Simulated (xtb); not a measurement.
Cl2Se, charge -1, doublet, geometry from GFN2-xTB (a state made from the parent by changing its charge; the spin is typed, not shown lowest); GFN0-xTB run with xtb.

Here is a job for xtb.
```
$ xtb mol.xyz --gfn 0 --chrg -1 --uhf 1 --json

# file mol.xyz
3

Se     0.09953013     0.11985247     0.83385844
Cl     1.01690937     1.22996103    -0.75042855
Cl    -1.21596964    -1.46966598    -0.91728834
```

It wrote (shortened):

```
   ID    Z sym.   atoms
    1   34 Se     1
    2   17 Cl     2, 3

           -------------------------------------------------
          |                Calculation Setup                |
           -------------------------------------------------

           -------------------------------------------------
          |                 G F N 0 - x T B                 |
           -------------------------------------------------

          ...................................................
          :                      SETUP                      :
          :.................................................:
          :  # basis functions                  30          :
          :  # atomic orbitals                  27          :
          :  # shells                            9          :
          :  # electrons                        21          :
          :  electronic temp.          300.0000000     K    :
          :  accuracy                    1.0000000          :
          :  -> integral cutoff          0.2500000E+02      :
          :  -> integral neglect         0.1000000E-07      :
          ...................................................

         :::::::::::::::::::::::::::::::::::::::::::::::::::::
         ::                     SUMMARY                     ::
         :::::::::::::::::::::::::::::::::::::::::::::::::::::
         :: total energy             -13.272486468858 Eh    ::
         :: gradient norm              0.056463163932 Eh/a0 ::
         :: HOMO-LUMO gap              2.087331311884 eV    ::
         ::.................................................::
         :: H0 energy                -12.073599849707 Eh    ::
         :: repulsion energy           0.002621750451 Eh    ::
         :: electrostat energy        -1.200683541327 Eh    ::
         :: -> Gsolv                   0.000000000000 Eh    ::
         ::    -> Gsasa                0.000000000000 Eh    ::
         ::    -> Gshift               0.000000000000 Eh    ::
         :: dispersion energy         -0.000824828275 Eh    ::
         :: short-range corr.          0.000000000000 Eh    ::
         :: add. restraining           0.000000000000 Eh    ::
         :: total charge              -1.000000000000 e     ::
         :::::::::::::::::::::::::::::::::::::::::::::::::::::

           -------------------------------------------------
          |                Property Printout                |
[...]
        13                         -0.0659096              -1.7935
        14                         -0.0652878              -1.7766
        15                         -0.0641171              -1.7447
        16                         -0.0634253              -1.7259
        17                         -0.0630186              -1.7148
        18                         -0.0625799              -1.7029
        19                         -0.0614419              -1.6719
        20                         -0.0590619              -1.6072
        21                         -0.0507801              -1.3818
        22                         -0.0263604              -0.7173
       ...                                ...                  ...
        27                          0.4335113              11.7964
      -------------------------------------------------------------
                  HL-Gap            0.0767080 Eh            2.0873 eV
             Fermi-level            0.0000000 Eh            0.0000 eV

     #   Z          covCN         q      C6AA      α(0)
     1  34 Se       1.442    -0.296   236.707    26.914
     2  17 Cl       0.888    -0.310   106.979    15.811
     3  17 Cl       0.555    -0.394   108.619    15.915

 Mol. C6AA /au·bohr⁶  :       1302.107473
 Mol. C8AA /au·bohr⁸  :      69388.598672
 Mol. α(0) /au        :         58.639836

Wiberg/Mayer (AO) data.
largest (>0.10) Wiberg bond orders for each atom

 ---------------------------------------------------------------------------
     #   Z sym  total        # sym  WBO       # sym  WBO       # sym  WBO
 ---------------------------------------------------------------------------
     1  34 Se   1.797 --     2 Cl   1.361     3 Cl   0.436
     2  17 Cl   1.407 --     1 Se   1.361
     3  17 Cl   0.481 --     1 Se   0.436
 ---------------------------------------------------------------------------

Topologies differ in total number of bonds
Writing topology from bond orders to xtbtopo.mol

 dipole moment from electron density (au)
     X       Y       Z
   1.6764   2.0265   0.7277  total (Debye):    6.936

           -------------------------------------------------
          | TOTAL ENERGY              -13.272486468858 Eh   |
          | GRADIENT NORM               0.056463163932 Eh/α |
          | HOMO-LUMO GAP               2.087331311884 eV   |
           -------------------------------------------------

normal termination of xtb
```
